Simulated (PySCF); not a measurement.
Excitations are Tamm–Dancoff values on a coarser integration grid. The basis has no diffuse functions, so Rydberg states are missing or too high.

Z-matrix (Å, degrees):
```
Ge
O 1 1.7558
C 2 1.4060 1 121.06
H 3 1.1007 2 108.09 1 179.73
H 3 1.1040 4 108.34 2 -121.56
H 3 1.1057 4 107.92 5 -117.17
O 1 1.7570 2 106.08 3 179.67
C 7 1.4103 1 120.41 2 -43.38
H 8 1.1006 7 107.92 1 170.66
H 8 1.1030 9 108.58 7 121.63
H 8 1.1046 9 108.13 10 117.26
O 1 1.7627 2 104.72 3 58.59
C 12 1.4057 1 121.85 2 -179.44
H 13 1.1009 12 108.25 1 165.69
H 13 1.1046 14 108.15 12 -121.26
H 13 1.1051 14 108.11 15 -116.67
S 1 2.2029 2 116.06 3 -62.60
H 17 1.3518 1 90.77 2 -94.85
```
Charge 0, spin multiplicity 1.

### Question
What is the computed S1 excitation (TDA), LUMO, S1–T1 gap (TDA), dipole moment, total energy, S1 oscillator strength, HOMO and HOMO–LUMO gap (PBE0-D4/def2-TZVP // PBE0-D4/def2-SVP in PySCF)?

### Answer

* **S1 excitation (TDA)**: 6.06 eV
* **LUMO**: -0.06 eV
* **S1–T1 gap (TDA)**: 0.52 eV
* **dipole moment**: 0.45 D
* **total energy**: -2820.6558 Ha
* **S1 oscillator strength**: 0.012
* **HOMO**: -7.76 eV
* **HOMO–LUMO gap**: 7.70 eV
